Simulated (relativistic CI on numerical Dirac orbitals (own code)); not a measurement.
Zr²⁺: 4p photoemission

Computed with this model: Dirac-Coulomb-Breit CI, separate exchange-only KLI orbitals for each configuration, a model potential for QED, valence Slater integrals scaled by 0.7, multiplet model of photoemission in the sudden approximation; configurations [Kr] 4d2 → [Ar] 3d10 4s2 4p5 4d2; 300 K; Lorentzian 1.2 eV and Gaussian 0.6 eV FWHM. Energies are those of the free ion, without screening or charge transfer. The energies are binding energies and can lie tens of eV above those of solids. S is read from ⟨S²⟩ = S(S + 1).

Field parameters in Wybourne normalisation: Oh B⁴₀ = 21Dq, B⁴₄ = √(5/14) B⁴₀. The field is a parameter set, without covalency.

free ion: ground-state S = 1.00, centroid 53.39 eV. Peaks (eV, height): 52.2 (100), 58.4 (16), 61.8 (15).

Oh, 10Dq = 4700 cm⁻¹: ground-state S = 1.00, centroid 53.41 eV. Peaks (eV, height): 52.0 (100), 59.0 (14), 61.8 (13).

Oh, 10Dq = 21300 cm⁻¹: ground-state S = 1.00, centroid 53.43 eV. Peaks (eV, height): 52.2 (100), 61.0 (9), 62.6 (9).

Oh, 10Dq = 37900 cm⁻¹: ground-state S = 1.00, centroid 53.43 eV. Peaks (eV, height): 52.2 (100), 63.8 (7).

Strongest unbroadened transitions for Oh, 10Dq = 37900 cm⁻¹:

```tsv
Energy (eV)	Relative strength
50.89	65.3
50.91	98.3
51.66	90.8
51.74	69.3
52.25	55.4
52.31	100.0
52.44	54.1
52.71	31.3
52.76	33.4
52.88	28.0
53.16	71.5
53.29	39.0
53.49	30.2
53.95	28.6
55.11	27.5
55.60	28.7
56.40	33.4
63.95	26.3
```
